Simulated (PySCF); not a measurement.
**A ladder for the ionisation energy of Pb⁺**

Pb⁺ [Xe] 4f14 5d10 6s2 6p1 (2P) → Pb²⁺ [Xe] 4f14 5d10 6s2 (1S). Scalar values calculated with PySCF 2.14 in x2c-TZVPPall with one added diffuse shell each of s, p, d, f type (spin-free X2C; valence: [Xe] 4f14 5d10 frozen; valence and next inner shell: [Kr] 4d10 4f14 frozen). The spin-orbit shift comes from two-component X2C-1e calculations (generalised Hartree-Fock, GHF, and MP2 on its spinors, GMP2) in x2c-QZVPPall-2c: GMP2 gives 13.615 eV without and 14.886 eV with screened spin-orbit coupling, a shift of 1.271 eV (GHF: 1.297 eV). Sums use unrounded values; where a UHF row is shifted, it takes the GHF shift.

```
                                method  scalar (eV)
                                   UHF       13.237
                         MP2 (valence)       13.411
                     SCS-MP2 (valence)       13.397
                        CCSD (valence)       13.458
                     CCSD(T) (valence)       13.469
                                   LDA       13.960
                                   PBE       13.757
                                  PBE0       13.783
                                r2SCAN       13.847
                                B2PLYP       13.655
                                 TPSSh       13.682
                               r2SCAN0       13.889
    MP2 (valence and next inner shell)       13.573
SCS-MP2 (valence and next inner shell)       13.477
   CCSD (valence and next inner shell)       13.559
CCSD(T) (valence and next inner shell)       13.577
```

Question: Form a composite estimate from CCSD(T) (valence and next inner shell) and the spin-orbit shift, and compare it with the reference, 15.032 eV (measured; NIST Atomic Spectra Database, ionization energies).

Answer: 13.577 + (1.271) = 14.848 eV, an error of -0.185 eV.

The errors of the correlated levels include the incompleteness of the basis and the frozen core, so a lower level can come closer by cancellation.
